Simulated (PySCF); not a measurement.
Ga(Br)2(OH) (Br2GaHO), SMILES [OH][Ga]([Br])[Br].

The structure is a stationary point at PBE-D3(BJ)/def2-SVP. The structure was generated by enumeration; whether it is a known compound was not checked. Other conformers were not sampled.

These are PBE-D3(BJ)/def2-SVP (PySCF) values and carry that method's errors.

Frequencies are harmonic and unscaled.

### Question
List the normal modes with their intensities. (Estimate from the structure and the level; the computed values follow.)

### Answer

```csv
mode,ν (cm⁻¹),IR (km/mol),moving atoms (share of kinetic energy)
1,83,1.9,"Br 68 %, Ga 26 %"
2,133,6.5,"Ga 57 %, O 31 %, Br 10 %"
3,145,12.4,"O 71 %, Br 15 %, H 11 %"
4,258,6.8,"Br 67 %, Ga 25 %"
5,342,64.6,"Ga 63 %, Br 36 %"
6,343,98.6,H 92 %
7,692,77.8,"O 79 %, Ga 20 %"
8,829,97.1,H 91 %
9,3714,77.6,H 94 %
```
